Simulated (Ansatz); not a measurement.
A further run on Pb₂O⁺.

```yaml
crystal:
  periodic: [false, false, false]
  atoms:
    - {symbol: Pb, position_ang: [0.947817, -1.372688, 0.456356]}
    - {symbol: Pb, position_ang: [-1.344021, 1.063493, 0.231680]}
    - {symbol: O, position_ang: [0.396194, 0.309195, -0.688027]}
basis:
  gaussian: {orbitals: def2-TZVP}
total_charge: 1
magnetization: {spin_polarized: true, initial_magnetization: 1}
hamiltonian: {xc: {name: PBE0}}
scf: {omitted_lower_state_checks: [starts]}
```

```sh
$ ansatz run in.yaml --threads 4 --pin off --events-out ev --progress --plain --max-ram 3916MiB
```

Shortened log:

```
Functional definition: PBE0
1011 factors; their error is unknown
mean field evaluation 1: about -12506.1612 eV, gradient 9.1e1 eV
mean field evaluation 2: about -12235.4299 eV, gradient 1.8e2 eV
mean field evaluation 4: about -12535.1189 eV, gradient 2.3e1 eV
mean field evaluation 8: about -12536.8080 eV, gradient 2.4e-1 eV
mean field evaluation 16: about -12536.8932 eV, gradient 2.3e-3 eV
mean field -12536.89320330 eV, -460.7223274097 hartree, gradient 3.0e-5 eV, S^2 0.752668; 0 other end points of the search recorded, 0 dependent functions left out
reference -12536.89324172 eV, -460.7223288216 hartree; 26, 25 occupied and 105, 106 virtual orbitals, 1011 factors
Total energy: -12536.89324172 eV, -460.7223288216 hartree
Checks for a lower state left out: starts
```

Hardware: 4 threads of Arm Neoverse V1 on a shared host. Wall time 2.5 s.

In the def2 sets Pb takes a core potential; there is no spin–orbit coupling.
